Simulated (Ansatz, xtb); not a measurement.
Relative energy of two isomers of C3H10B2OS

We compare I, `CBOBSCC`, a singlet, with II, `CCBOBSC`, a singlet. Both are isolated molecules in the gas phase, relaxed with r2SCAN-D4/def2-SVP, each in the lowest conformer that the search found.

Quicker runs give these differences E(II) − E(I): GFN2-xTB +0.187 eV; HF/STO-3G +0.047 eV (at GFN2-xTB geometries); r2SCAN-D4/def2-SVP//GFN2-xTB +0.181 eV.

Q: Estimate E(II) − E(I) at the level CCSD(T)/def2-SVP + ΔMP2/def2-TZVPP.

A: Calculated at CCSD(T)/def2-SVP + ΔMP2/def2-TZVPP: E(II) − E(I) = +0.140 eV, so structure I lies lower.

The same difference at several levels:

```csv
level,geometry,E(II) − E(I) (eV),departure from the last row (eV),"job, with rough time for the two"
GFN2-xTB,GFN2-xTB,+0.187,+0.047,"optimisation, 1.1 s"
HF/STO-3G,GFN2-xTB,+0.047,−0.093,"single point, 0.62 s"
r2SCAN-D4/def2-SVP//GFN2-xTB,GFN2-xTB,+0.181,+0.041,"single point, 6.9 s"
r2SCAN-D4/def2-SVP,r2SCAN-D4/def2-SVP,+0.158,+0.019,"optimisation, 1.8 min"
HF/def2-SVP,r2SCAN-D4/def2-SVP,+0.085,−0.054,part of the CCSD(T) run
MP2/def2-SVP,r2SCAN-D4/def2-SVP,+0.168,+0.028,part of the CCSD(T) run
CCSD(T)/def2-SVP,r2SCAN-D4/def2-SVP,+0.154,+0.015,single point
CCSD(T)/def2-SVP + ΔMP2/def2-TZVPP,r2SCAN-D4/def2-SVP,+0.140,,"single point, 2.4 min"
```

As drawn, both hold the same kinds of bond in the same numbers.

None of the levels shown reverses the order. The largest departure from CCSD(T)/def2-SVP + ΔMP2/def2-TZVPP is that of HF/STO-3G, 0.093 eV. The last row adds to CCSD(T) the change of the MP2 difference between the two basis sets, here −0.015 eV.

With thermal terms from frequencies at re-optimised GFN2-xTB minima (ideal gas, soft modes damped towards free rotors, one conformer each, 298.15 K, 1 atm): the zero-point term adds −0.005 eV; ΔH is +0.139 and ΔG +0.119 eV.

The correlated steps freeze 11 core orbitals. Programs: Ansatz 0.2.0, xtb 6.7.1; the last row on 4 threads of Arm Neoverse N1 on a shared host.
